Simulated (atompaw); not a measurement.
# LDA (PW92) PAW (atompaw) dataset for C, non-relativistic all-electron reference.

```json
{
 "Element": "C",
 "Generator": "atompaw 4.2.0.5",
 "Type": "PAW",
 "Functional": "LDA (PW92)",
 "Relativity": "non-relativistic",
 "Frozen core": "[He]",
 "Valence charge": "4",
 "Reference configuration": "2s2 2p2",
 "Partial waves": "2s (bound): rc 0.95 bohr; 2s channel at -0.5 Ry: rc 0.95 bohr; 2p (bound): rc 3.00 bohr; 2p channel at 3 Ry: rc 3.00 bohr; 3d channel at 0.05 Ry: rc 3.00 bohr; 3d channel at 1.7 Ry: rc 3.00 bohr",
 "Local potential": "troulliermartins scheme with l = 3 at 1 Ry, radius 2.05 bohr",
 "Core correction": "smooth core density matched at 2.40 bohr",
 "Augmentation charge": "sinc compensation charge, radius 2.65 bohr; PAW radius 3.00 bohr; waves and projectors: custom rrkj gramschmidtortho"
}
```

All-electron outer shells of the reference configuration (LDA (PW92), non-relativistic, ld1.x):

```csv
shell,level (eV),outermost node (bohr),outermost maximum (bohr)
2s,-13.63,0.38,1.22
2p,-5.42,–,1.19
```

Results:

* Cutoffs needed: 35 Ry and 45 Ry (the cutoffs (Ry, on a coarse ladder) from which the occupation-weighted sum of valence levels, in a spherical-Bessel basis at the reference potential, stays within 10 and 1 mRy of its value at 400 Ry)
* Ghost test: no extra level below or beside the all-electron valence levels (s, p, d, f tested) (spherical-Bessel basis up to 400 Ry, 20 bohr box)
* Lowest eigenvalue of the overlap operator: 0.75 (s channel)
* Overlap eigenvalues printed by atompaw (projector basis): 0.179, 0.329, 0.441, 14.5, 86.3, 2.18e+04
* Share of each valence orbital outside the PAW sphere: 2s 5 %, 2p 11 %

Generation and tests took about 1 s on one core of a shared server CPU.
